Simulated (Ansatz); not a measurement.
The cluster Si₂Au₄⁻. The state is a doublet with charge -1. Geometry r2SCAN-D4/def2-SVPD; atoms count from 1.

Cartesian coordinates in Å:
```
Au -1.4566 -2.4769 0.9700
Au 0.0025 1.6927 3.6367
Au -0.1758 -0.5730 -0.4704
Au -0.6901 -0.3389 2.2576
Si 1.5819 1.2841 -4.0874
Si 0.7380 0.4120 -2.3064
```

In the def2 sets Au takes a core potential; there is no spin–orbit coupling. Another isomer (doublet) lies 1.47 eV lower at PBE0-D4/def2-TZVPD; other spin states weren't run for this one.

(1) Estimate the Mulliken populations from the PBE0/def2-TZVPD orbitals of Ansatz.

(2) Where does the spin sit?

(3) And the Mayer bond orders between heavy atoms (over 0.3)?

## Answers

(1) 
| atom | charge (e) | spin (α − β) | d electrons |
| --- | --- | --- | --- |
| Au1 | -0.14 | 0.00 | 9.84 |
| Au2 | -0.23 | 0.01 | 9.88 |
| Au3 | -0.31 | 0.03 | 9.66 |
| Au4 | -0.16 | 0.00 | 9.77 |
| Si5 | -0.31 | 0.49 | – |
| Si6 | 0.16 | 0.47 | – |
Mulliken values depend strongly on the basis. With diffuse functions, as here, like atoms can get unlike values, and bond orders can come out too low or too high.

(2) Summed by element: Au 0.04, Si 0.96, of 1 unpaired in all. Largest on single atoms: Si5 0.49, Si6 0.47, Au3 0.03.

(3) Au1–Au3 0.36 (2.71 Å); Au1–Au4 0.59 (2.61 Å); Au2–Au4 0.83 (2.55 Å); Au3–Au4 0.33 (2.79 Å); Au3–Si6 1.08 (2.28 Å); Si5–Si6 1.88 (2.16 Å).
